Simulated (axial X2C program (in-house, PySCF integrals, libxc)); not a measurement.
# Spin–orbit effects down a group: molecules with Br (ions), PBE0

Computed with an in-house all-electron X2C program for linear molecules (integrals from PySCF), spin-free (one-electron X2C) or two-component (2c: spin–orbit coupling with atomic mean-field Coulomb and Gaunt terms, which also bring small scalar terms), in Dyall basis sets with cores contracted in-house; open shells are unrestricted.

Basis sets: Br dyall-cv3z, C dyall-v3z, Ge dyall-cv3z, Si dyall-v3z, Sn dyall-cv3z.

| molecule | spin-free state | Re (Å) | ωe (cm⁻¹) | De (eV) | 2c state | Re 2c (Å) | ωe 2c (cm⁻¹) | De 2c (eV) |
| --- | --- | --- | --- | --- | --- | --- | --- | --- |
| CBr⁺ | M_S = 0, Λ = 0 | 1.691 | 993.0 | 6.34 | Ω = 0 | 1.692 | 990.9 | 6.24 |
| SiBr⁺ | M_S = 0, Λ = 0 | 2.111 | 530.4 | 4.71 | Ω = 0 | 2.113 | 529.4 | 4.62 |
| GeBr⁺ | M_S = 0, Λ = 0 | 2.198 | 368.9 | 4.31 | Ω = 0 | 2.200 | 368.0 | n/a |
| SnBr⁺ | M_S = 0, Λ = 0 | 2.399 | 301.4 | 3.90 | Ω = 0 | 2.400 | 300.2 | n/a |

Problem. Work out the shifts from the spin-free to the two-component result.

Solution. 

| molecule | 2c state | ΔRe (Å) | Δωe (cm⁻¹) | ΔDe (eV) |
| --- | --- | --- | --- | --- |
| CBr⁺ | Ω = 0 | 0.001 | -2.1 | -0.10 |
| SiBr⁺ | Ω = 0 | 0.002 | -1.0 | -0.09 |
| GeBr⁺ | Ω = 0 | 0.002 | -0.9 | n/a |
| SnBr⁺ | Ω = 0 | 0.001 | -1.2 | n/a |

Shifts of one unit in the last digit are rounding.

Fragments in 2c: Br + C+, Br + Si+, Br + Ge+, Sn+ + Br. Each entry is the lowest single determinant of a limited PBE0 search at one distance. De goes to single-determinant-based atoms at the same level (for ions the charge split of lowest energy) and is withheld (n/a) where an atom does not fit its ground term or J level. Main or longest-lived isotopes. Some light 2c atoms are not at their ground J level, so De misses part of their lowering (0.04 eV or less). The functionals have no current term, which raises determinants with orbital currents.
